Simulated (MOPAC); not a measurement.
MOPAC input (AM1):

```
AM1 PRECISE GNORM=0.05 LET XYZ UHF MS=0.5 GEO-OK AUX(PRECISION=9) THREADS=1
C2H6GeI

C     1.35368800 1   -1.80749700 1    1.18633100 1
Ge   -0.23577800 1   -1.19442900 1    0.17033000 1
C    -1.83084500 1   -1.15570900 1    1.34879200 1
I     0.22335400 1    1.23006000 1   -0.55681200 1
H     1.20013000 1   -2.83724400 1    1.51047300 1
H     2.24571100 1   -1.74760200 1    0.56710200 1
H     1.47442100 1   -1.16464400 1    2.05981900 1
H    -1.60402600 1   -0.53456900 1    2.21686700 1
H    -2.06227300 1   -2.16951800 1    1.67690700 1
H    -2.68388700 1   -0.73864600 1    0.81858900 1
```

Output:

```
 *******************************************************************************
 **                                                                           **
 **                              MOPAC v23.2.5                                **
 **                                                                           **
 *******************************************************************************
 ** MOPAC's Digital Object Identifier: https://doi.org/10.5281/zenodo.6511958 **
 **                                                                           **
 ** Please cite the open-source release paper for use of this MOPAC version:  **
 ** J. E. Moussa and J. J. P. Stewart (2026)                                  **
 ** MOPAC: An open-source semiempirical molecular orbital program             **
 ** J. Open Source Softw., 11(119), 8025, https://doi.org/10.21105/joss.08025 **
 *******************************************************************************

                              AM1 CALCULATION RESULTS

 *******************************************************************************
 *  AM1        - The AM1 Hamiltonian to be used
 *  GEO-OK     - OVERRIDE INTERATOMIC DISTANCE AND OTHER SAFETY CHECKS
 *  UHF        - UNRESTRICTED HARTREE-FOCK CALCULATION
 *  MS=        - IN MECI, MAGNETIC COMPONENT OF SPIN =  0.5
 *  LET        - OVERRIDE SOME SAFETY CHECKS
 *  PRECISE    - TIGHTER CRITERIA TO BE USED
 *  XYZ        - CARTESIAN COORDINATE SYSTEM TO BE USED
 *  GNORM      - EXIT WHEN GRADIENT NORM DROPS BELOW 0.050
 *  AUX        - OUTPUT AUXILIARY INFORMATION
 *******************************************************************************
AM1 PRECISE GNORM=0.05 LET XYZ UHF MS=0.5 GEO-OK AUX(PRECISION=9) THREADS=1
 C2H6GeI

   ATOM   CHEMICAL          X               Y               Z
  NUMBER   SYMBOL      (ANGSTROMS)     (ANGSTROMS)     (ANGSTROMS)

     1       C          1.35368800  *  -1.80749700  *   1.18633100  *
     2      Ge         -0.23577800  *  -1.19442900  *   0.17033000  *
     3       C         -1.83084500  *  -1.15570900  *   1.34879200  *
     4       I          0.22335400  *   1.23006000  *  -0.55681200  *
     5       H          1.20013000  *  -2.83724400  *   1.51047300  *
     6       H          2.24571100  *  -1.74760200  *   0.56710200  *
     7       H          1.47442100  *  -1.16464400  *   2.05981900  *
     8       H         -1.60402600  *  -0.53456900  *   2.21686700  *
     9       H         -2.06227300  *  -2.16951800  *   1.67690700  *
    10       H         -2.68388700  *  -0.73864600  *   0.81858900  *

          CARTESIAN COORDINATES

    NO.       ATOM           X           Y           Z

     1         C          1.3537     -1.8075      1.1863
     2        Ge         -0.2358     -1.1944      0.1703
     3         C         -1.8308     -1.1557      1.3488
     4         I          0.2234      1.2301     -0.5568
     5         H          1.2001     -2.8372      1.5105
     6         H          2.2457     -1.7476      0.5671
     7         H          1.4744     -1.1646      2.0598
     8         H         -1.6040     -0.5346      2.2169
     9         H         -2.0623     -2.1695      1.6769
    10         H         -2.6839     -0.7386      0.8186

  H: (AM1): M.J.S. DEWAR ET AL, J. AM. CHEM. SOC. 107 3902-3909 (1985)
  C: (AM1): M.J.S. DEWAR ET AL, J. AM. CHEM. SOC. 107 3902-3909 (1985)
[...]
          SCF CALCULATIONS        =       1122

   ATOM   CHEMICAL          X               Y               Z
  NUMBER   SYMBOL      (ANGSTROMS)     (ANGSTROMS)     (ANGSTROMS)

     1       C          1.35019206  *  -2.00202552  *   1.11947542  *
     2      Ge         -0.15185271  *  -0.86372122  *   0.48061751  *
     3       C         -1.91050633  *  -1.33581615  *   1.28325805  *
     4       I          0.21940363  *   1.24106793  *  -0.66881035  *
     5       H          0.91472719  *  -2.87695986  *   1.63424482  *
     6       H          1.93364938  *  -2.30847966  *   0.23200863  *
     7       H          1.96521405  *  -1.39776076  *   1.81100756  *
     8       H         -2.14819306  *  -0.57751320  *   2.05150316  *
     9       H         -1.81690459  *  -2.34113459  *   1.73131603  *
    10       H         -2.65925824  *  -1.32718048  *   0.47016310  *

                             CARTESIAN COORDINATES

   1    C        1.350192056    -2.002025520     1.119475418
   2   Ge       -0.151852710    -0.863721224     0.480617511
   3    C       -1.910506327    -1.335816150     1.283258048
   4    I        0.219403634     1.241067933    -0.668810353
   5    H        0.914727195    -2.876959862     1.634244821
   6    H        1.933649376    -2.308479661     0.232008632
   7    H        1.965214055    -1.397760755     1.811007561
   8    H       -2.148193056    -0.577513203     2.051503159
   9    H       -1.816904591    -2.341134594     1.731316029
  10    H       -2.659258236    -1.327180477     0.470163103

           Empirical Formula: C2 H6 Ge I  =    10 atoms

      MOLECULAR POINT GROUP   :   Cs

          ALPHA EIGENVALUES
 -30.80057 -28.79696 -27.86125 -14.21690 -14.05952 -13.79828 -13.73389 -12.21170
 -11.91718 -11.62281 -10.88001 -10.49425  -9.16741  -1.27571   0.43700   1.25762
   4.31369   4.32055   4.33085   4.35843   4.67157   4.74783

           BETA EIGENVALUES
 -30.85536 -28.94463 -27.94830 -14.22866 -14.00720 -13.77313 -13.72704 -12.24124
 -11.89805 -11.57709 -10.66293 -10.55519  -2.53888  -1.18686   0.38733   1.78694
   4.29335   4.29534   4.31325   4.32916   4.65256   4.72933

              NET ATOMIC CHARGES AND DIPOLE CONTRIBUTIONS

  ATOM NO.   TYPE          CHARGE      No. of ELECS.   s-Pop       p-Pop
    1          C          -0.303945        4.3039     1.24818     3.05576
    2         Ge           0.130934        3.8691     0.84542     3.02365
    3          C          -0.303927        4.3039     1.24820     3.05573
    4          I          -0.054084        7.0541     1.97153     5.08255
    5          H           0.086310        0.9137     0.91369
    6          H           0.089850        0.9102     0.91015
    7          H           0.089340        0.9107     0.91066
    8          H           0.089330        0.9107     0.91067
    9          H           0.086363        0.9136     0.91364
   10          H           0.089830        0.9102     0.91017
 DIPOLE           X         Y         Z       TOTAL
 POINT-CHG.    -0.100    -0.573     0.324     0.666
 HYBRID        -0.166    -0.992     0.714     1.233
 SUM           -0.266    -1.565     1.038     1.897

          ATOMIC ORBITAL ELECTRON POPULATIONS

     Atom    s        px        py        pz
    1  C   1.24818   1.01152   1.01839   1.02585
    2 Ge   0.84542   1.00599   0.98097   1.03669
    3  C   1.24820   1.00428   1.02751   1.02394
    4  I   1.97153   1.97427   1.33517   1.77311
    5  H   0.91369
    6  H   0.91015
    7  H   0.91066
    8  H   0.91067
    9  H   0.91364
   10  H   0.91017

                    (SZ)    =    0.500000
                    (S**2)  =    0.784393

          ATOMIC ORBITAL SPIN POPULATIONS

    Atom   Total    s     px     py     pz
         Atomic
    1  C -0.0805 -0.008 -0.039 -0.022 -0.012
    2 Ge  1.2208  0.137  0.081  0.333  0.669
    3  C -0.0805 -0.008 -0.049 -0.008 -0.015
    4  I -0.1134  0.004 -0.003 -0.109 -0.006
    5  H  0.0043  0.004
    6  H  0.0108  0.011
    7  H  0.0117  0.012
    8  H  0.0120  0.012
    9  H  0.0045  0.004
   10  H  0.0104  0.010

 **********************
 *                    *
 * JOB ENDED NORMALLY *
 *                    *
 **********************

 == MOPAC DONE ==
```

The geometry given is a B3LYP-D3(BJ)/def2-TZVP minimum.
